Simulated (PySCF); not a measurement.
Vibration and rotation of PbF

UHF-CCSD(T) constants of PbF, ²Π (doublet), unpaired electrons π ↑ (PySCF, scalar-relativistic core potentials, basis sets Pb aug-cc-pVDZ-PP with ECP60, F aug-cc-pVDZ; masses 207.9766 and 18.9984 u):

| Property | Result |
| --- | --- |
| ωe | 513.8 cm⁻¹ |
| ωexe | 2.27 cm⁻¹ |
| Be | 0.22362 cm⁻¹ |
| αe | 0.00140 cm⁻¹ |
| De to Pb + F | 4.45 eV |

Question: What force constant and bond length do these constants imply?

Answer: Reduced mass μred = 17.408 u; k = 5.8918×10⁻⁷·μred·ωe² (u, cm⁻¹, mdyn/Å) = 2.71 mdyn/Å; Re = √(16.8576/(μred·Be)) (u, cm⁻¹, Å) = 2.081 Å.

Question: Estimate the centrifugal constant D from the Kratzer relation and find the Dunham coefficient a1.

Answer: D = 4Be³/ωe² = 1.69e-07 cm⁻¹; a1 = −1 − αeωe/(6Be²) = -3.40.

Correlated steps freeze 5 core orbitals. Correlated levels converge slowly with the basis: in double zeta they bind strong bonds too weakly, by up to about 1 eV, and carry superposition errors of some tenths. Spin–orbit coupling is left out, which matters for elements this heavy, above all for dissociation energies. The state is the lowest determinant that a PBE0 search found; another state may lie lower at other levels.
